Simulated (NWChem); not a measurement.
# MgHCl; SMILES [MgH][Cl]

```xyz
3

Mg    -0.0019     1.1358     0.0000
H     -0.0077     2.8290     0.0000
Cl     0.0014    -1.0756     0.0000
```
Atoms are numbered in this order, from 1.

Program: NWChem. Pople sets run with spherical d functions. Coordinates come from a B3LYP/6-31G* (spherical d) optimisation. GIAO values for the isolated, static molecule; σ is the absolute isotropic shielding, δ = σ(reference) − σ with the isolated reference molecule computed at the same levels (1H: tetramethylsilane).

For level PBE0/pcSseg-1:

```
Property     Result
-----------  ------
σ Mg1 (ppm)   485.9
δ H2 (ppm)     4.88
σ Cl3 (ppm)  1039.7
```

Question: How do the values read with level B3LYP/6-31G* instead?

Answer: The σ Mg1 (ppm) is 530.1. The δ H2 (ppm) comes out as 5.39. The σ Cl3 (ppm) is 1015.5.
